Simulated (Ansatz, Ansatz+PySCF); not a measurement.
```xyz
3

Co    0.0000    0.0000    0.0000
Cl    0.0000    0.0000    2.1736
Cl    0.0000    0.0000   -2.1736
```

Basis set: def2-SVP (spherical functions). Frozen core: 15 orbitals. Correlation on ROHF uses semicanonical orbitals with singles. Charge 0, multiplicity 4.

Computed with Ansatz (development build ahead of 0.2.0); each method stands on the lowest determinant of its kind that the runs found. Restricted functionals stand beside restricted open-shell atoms, which can lie above the unrestricted atoms usual in DFT and then raise those values.

The atomization energy at this shape (free ground-state atoms in the same class of orbitals less the molecule, no zero-point energy) of quartet CoCl2:

```json
{"method": "ωB97X (unrestricted)", "atomization energy": "7.88 eV"}
{"method": "ωB97X (restricted open-shell)", "atomization energy": "7.92 eV"}
{"method": "r²SCAN (unrestricted)", "atomization energy": "8.55 eV"}
{"method": "r²SCAN (restricted open-shell)", "atomization energy": "8.65 eV"}
{"method": "PBE0 (unrestricted)", "atomization energy": "7.90 eV"}
{"method": "PBE0 (restricted open-shell)", "atomization energy": "7.96 eV"}
{"method": "PBE (unrestricted)", "atomization energy": "8.54 eV"}
{"method": "PBE (restricted open-shell)", "atomization energy": "8.59 eV"}
{"method": "UHF-MP2", "atomization energy": "7.16 eV"}
{"method": "ROHF-MP2", "atomization energy": "7.12 eV"}
{"method": "ROHF", "atomization energy": "5.95 eV"}
```

Task: What does UHF give?

Result: 5.77 eV. Caution: other spin multiplicities were not run.
